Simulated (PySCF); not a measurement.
C₈H₁₁N.
Geometry (PBE0-D3(BJ)/def2-SVP, Å), atoms numbered from 1 in this order:
```xyz
20
C8H11N angstrom
C     -1.4343    1.9698   -1.1321
C     -0.8179    0.9411   -1.2990
C     -0.0877   -0.3139   -1.5346
C     -1.0000   -1.4289   -1.9858
C     -0.7901   -2.5235   -1.2584
C      0.2857   -2.2865   -0.2488
N      0.5420   -0.8595   -0.3375
C      1.8966   -0.4487   -0.0654
C      2.0423    1.0379    0.2011
H     -1.9793    2.8821   -0.9768
H      0.6634   -0.1077   -2.3352
H     -1.7126   -1.3046   -2.8020
H     -1.3042   -3.4794   -1.3753
H      1.1841   -2.8964   -0.4986
H     -0.0162   -2.5872    0.7733
H      2.5851   -0.7482   -0.8918
H      2.2328   -1.0046    0.8255
H      1.3896    1.3461    1.0310
H      3.0846    1.2789    0.4594
H      1.7670    1.6417   -0.6764
```

Level: wB97X-D/def2-SVPD in PySCF, non-relativistic, on one gas-phase PBE0-D3(BJ)/def2-SVP geometry that isn't relaxed in the solvent. The solvent is an IEF-PCM continuum (cavity from Bondi-type radii × 1.2), and excitations are vertical TDDFT with non-equilibrium linear response and a frozen core. Only the electrostatic response of the medium enters.

Gas-phase singlets (H = HOMO, L = LUMO):

| state | E (eV) | λ (nm) | f | leading configuration |
| --- | --- | --- | --- | --- |
| S1 | 5.448 | 228 | 0.025 | H→L 96% |
| S2 | 6.248 | 198 | 0.026 | H→L+1 76% |
| S3 | 6.473 | 192 | 0.001 | H-2→L+2 39% |
| S4 | 6.588 | 188 | 0.008 | H→L+2 43% |
| S5 | 6.727 | 184 | 0.021 | H-1→L 15% |

Q: How does the list change in methanol (ε = 32.61)?

A: 
```tsv
state	E (eV)	λ (nm)	f	leading configuration	change by rank (eV)
S1	5.510	225	0.036	H→L 95%	+0.062
S2	6.277	198	0.010	H→L+1 61%	+0.029
S3	6.535	190	0.010	H→L+2 31%	+0.062
S4	6.579	188	0.003	H-2→L+2 29%	-0.009
S5	6.777	183	0.030	H→L+4 28%	+0.050
```

Q: Give the list for acetonitrile (ε = 35.69), n² = 1.81.

A: 
```
state  E (eV)  λ (nm)      f  leading configuration  change by rank (eV)
   S1   5.510     225  0.037                H→L 95%               +0.062
   S2   6.276     198  0.010              H→L+1 61%               +0.028
   S3   6.535     190  0.010              H→L+2 31%               +0.062
   S4   6.579     188  0.003            H-2→L+2 30%               -0.009
   S5   6.777     183  0.030              H→L+4 27%               +0.050
```

Q: The ground-state energy changes by -0.223 eV from gas to acetonitrile. By how much does the total energy of gas-phase S1 change?

A: E(S1) = E(S0) + excitation energy, so it changes by -0.223 + 0.062 = -0.161 eV: it is lowered less than the ground state, which is what a blue shift means. This is the vertical state, with the slow part of the continuum still set for S0.

Q: How do the frontier levels move from gas to acetonitrile?

A: 
| orbital | gas (eV) | solvent (eV) | change (eV) | Löwdin shares, gas | Löwdin shares, solvent |
| --- | --- | --- | --- | --- | --- |
| LUMO+2 | 2.82 | 2.69 | -0.13 | C1 28 %, C2 19 %, H10 10 %, C9 6 % | C1 31 %, C2 26 %, H10 10 %, C3 7 % |
| LUMO+1 | 2.38 | 2.40 | +0.02 | C5 12 %, C6 9 %, C4 9 %, C1 8 % | C1 18 %, C4 12 %, C2 11 %, C5 11 % |
| LUMO | 1.91 | 1.93 | +0.02 | C5 29 %, C4 27 %, C3 6 %, C1 5 % | C5 27 %, C4 25 %, C1 8 %, C2 6 % |
| HOMO | -8.01 | -8.05 | -0.04 | N7 51 %, C6 9 %, C3 7 %, C8 7 % | N7 50 %, C6 9 %, C3 7 %, C8 7 % |
| HOMO-1 | -9.28 | -9.33 | -0.05 | C4 26 %, C5 26 %, C1 12 %, C2 11 % | C4 30 %, C5 29 %, N7 6 %, C2 6 % |
| HOMO-2 | -9.58 | -9.81 | -0.23 | C1 40 %, C2 37 %, C3 7 % | C1 39 %, C2 36 %, C3 8 %, C4 4 % |
| HOMO-3 | -9.84 | -10.06 | -0.22 | C1 32 %, C2 31 %, C4 8 %, C5 7 % | C1 36 %, C2 36 %, C3 6 %, C4 4 % |

The HOMO–LUMO gap goes from 9.93 to 9.98 eV.

The pairwise dispersion term of wB97X-D wasn't added to the energies; at a given geometry it leaves orbitals and properties as they are.
